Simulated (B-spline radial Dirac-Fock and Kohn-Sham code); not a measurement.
ΔSCF core binding energies without Breit or QED terms, calculated with a radial atomic solver.

A sound run for the free tellurium atom in the configuration [Kr] 4d10 5s2 5p4: The ground state converged in 10 iterations, with total energy -6793.70326 Ha, virial ratio 1.94555 and highest orbital energy -9.22 eV. ΔSCF binding energies: K (1s) 31930.8 eV, L3 (2p3/2) 4359.3 eV, M5 (3d5/2) 581.7 eV.

A second run, with one unsound setting: The ground state had not converged after 2 iterations, with total energy -6792.77349 Ha, virial ratio 1.93704 and highest orbital energy -3.75 eV. ΔSCF binding energies: K (1s) 31987.3 eV, L3 (2p3/2) 4406.8 eV, M5 (3d5/2) 613.3 eV (not all states converged, so these are not final).

```
iter   energy (Ha)        error
   1    -6791.14216985  1.78e+00
   2    -6792.77348832  2.26e-01
```

Problem. Which fault fits the second run best?
A. too few iterations
B. nuclear radius in wrong units
C. box too small
D. overfilled shell

Solution. A. The input had maxit = 2: maxit ends the run before self-consistency.
